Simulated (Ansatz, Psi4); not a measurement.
Input for Ansatz (a first-principles code):
Ansatz 0.2 input:
```yaml
crystal:
  periodic: [false, false, false]
  atoms:
    - {symbol: C, position_ang: [1.26825508, -0.68696850, 0.05427580]}
    - {symbol: C, position_ang: [0.07085415, 0.06768755, -0.35576841]}
    - {symbol: C, position_ang: [-1.22038065, -0.70514127, 0.01571359]}
    - {symbol: O, position_ang: [0.03577551, 1.37753649, 0.16253306]}
    - {symbol: H, position_ang: [1.92379626, -0.30713910, 0.81296565]}
    - {symbol: H, position_ang: [1.47618939, -1.64038176, -0.38728526]}
    - {symbol: H, position_ang: [0.06139987, 0.20309353, -1.44914062]}
    - {symbol: H, position_ang: [-2.08807624, -0.12715673, -0.29130831]}
    - {symbol: H, position_ang: [-1.26236100, -0.86377771, 1.09159501]}
    - {symbol: H, position_ang: [-1.23494149, -1.66895370, -0.48360641]}
    - {symbol: H, position_ang: [0.12541777, 1.33055682, 1.12118969]}
basis:
  gaussian:
    orbitals: STO-3G
magnetization: {spin_polarized: true, initial_magnetization: 1}
correlation: {method: mp2, electrons: outside_noble_gas}
accuracy: high
```

Question: Convert this to an input for Psi4.

Answer: Several could match; the one computed here: 
```
memory 2 GB

molecule mol {
0 2
C     1.268255   -0.686968    0.054276
C     0.070854    0.067688   -0.355768
C    -1.220381   -0.705141    0.015714
O     0.035776    1.377536    0.162533
H     1.923796   -0.307139    0.812966
H     1.476189   -1.640382   -0.387285
H     0.061400    0.203094   -1.449141
H    -2.088076   -0.127157   -0.291308
H    -1.262361   -0.863778    1.091595
H    -1.234941   -1.668954   -0.483606
H     0.125418    1.330557    1.121190
}

set {
  basis sto-3g
  reference uhf
  freeze_core true
  mp2_type conv
  scf_type pk
  puream true
  d_convergence 1e-8
}

energy('mp2')
print_variables()
```

Both were run: Ansatz gave -190.235569 Eh and Psi4 -190.235569 Eh, 0.000 mEh apart.
